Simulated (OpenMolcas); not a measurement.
Ag4+ among 8 point charges of -1.2 e arranged as a cube (Oh), 2.07 Å from the ion.

```yaml
Program: OpenMolcas 26.06
Method: CASSCF
Basis: ANO-RCC-VDZP [6s5p3d1f]
Scalar_Hamiltonian: DKH2, point nucleus
Active_space: 7 electrons in 5 orbitals (4d)
State_averaging: 2S+1 = 4 even, 10 roots; 2S+1 = 2 even, 40 roots
Spin-orbit_coupling: state interaction with AMFI integrals over the reference wave functions
```

(1) What is the spin-free ground state (labels of O, the rotations of Oh)?

(2) Where is the first state of the same spin?

(3) What are the lowest two levels with spin-orbit coupling?

(4) What is χT at 300 K, and how does it compare with the textbook value?

(5) Which ligand-field parameters describe the states?

Answers

(1) 4A2, 1-fold in its orbital part, 100 % from free-ion F terms; it has the highest spin that d7 allows.

(2) 4T2 at 2710 cm-1 above the ground state.

(3) A 4-fold level Γ8, then a 4-fold level Γ8 1991 cm-1 above it. Their leading multiplicities are 4 (97 %) and 4 (96 %).

(4) The lowest level has 2S+1 = 4, for which the spin-only value is χT = S(S+1) / 2 = 1.875 cm3 K/mol (g = 2). The computed 4.239 at 300 K differs by +2.364, through orbital momentum, spin-orbit coupling and any other state in reach.

(5) A least-squares ligand-field fit to the states below 45000 cm-1, each weighted by its degeneracy and with a free common offset, gives 10Dq = -2604 cm-1 (negative for this site), B = 1069 cm-1 and C = 4315 cm-1 (C/B = 4.04), with an rms deviation of 43 cm-1. 

Spin-orbit coupling mixes the spin-free states strongly: the lowest level takes only 65 % from its leading state, 4A2. Without dynamic correlation the repulsion within the d shell is too large (B by tens of per cent), so at a given field states of lower spin stand too high. The ground term spreads over less than 5000 cm-1, several times less than with real ligands, so orbital moments are less quenched and χT lies further from the spin-only value than at real sites. This is an electrostatic model: the charges have no orbitals. No measured value stands beside these numbers.
